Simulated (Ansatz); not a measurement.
C2H6O2Si can be A, `O[SiH]1CCO1`, or B, `[SiH3]OC1CO1`.

Calculated with Ansatz (gas phase, PBE0-D4/def2-TZVP geometries, no zero-point term in ΔE). CCSD(T)/CBS adds triple-zeta CCSD(T) − MP2 to the extrapolated MP2 energy (def2 sets, frozen cores). Functionals use def2-TZVPP. B3LYP here is the variant with VWN-RPA as its local correlation; programs differ in this. One conformer a species, not always the lowest.

A:

Z-matrix (Å, degrees):
```
Si
C 1 1.872
C 1 2.271 2 42.4
O 1 1.634 2 121.2 3 -116.9
O 1 1.663 2 81.9 3 -2.0
H 1 1.480 2 119.4 3 112.5
H 2 1.089 1 117.3 3 -114.0
H 2 1.090 1 116.9 3 113.4
H 3 1.092 1 123.0 2 96.7
H 3 1.093 1 127.3 2 -95.0
H 4 0.959 1 117.9 2 49.1
```

B:

```xyz
11

Si    1.041   -1.249    0.583
O    -0.510   -0.668    0.713
C    -0.856    0.602    0.342
C    -0.813    1.034   -1.048
O     0.181    1.441   -0.095
H     0.930   -2.655    1.035
H     1.524   -1.213   -0.822
H     1.982   -0.502    1.452
H    -1.556    1.053    1.042
H    -1.462    1.829   -1.404
H    -0.463    0.328   -1.797
```

(1) Which isomer does CCSD(T)/CBS put lower? Give the gap. (Estimate.)

(2) Give E(B) − E(A) in kcal/mol with B3LYP, PBE0-D4, PBE-D4, r2SCAN-D4, B2PLYP, B3LYP-D4, HF/def2-TZVPP. (Best estimate.)

Largest T1 diagnostic: 0.012.

Results:

(1) Computed: A, by 62.5 kcal/mol.

(2) Ansatz gave: B3LYP 58.7, PBE0-D4 59.9, PBE-D4 57.6, r2SCAN-D4 59.8, B2PLYP 60.5, B3LYP-D4 58.9, HF/def2-TZVPP 58.6. None reverses the order clearly.

In def2-TZVPP, CCSD(T) changes the Hartree–Fock value by +2.1 kcal/mol (the triples alone add −0.4 kcal/mol) and MP2 by +4.6 kcal/mol. From PBE to PBE0 (25 % exact exchange), in def2-TZVPP and without D4, E(B) − E(A) moves by +2.4 kcal/mol.
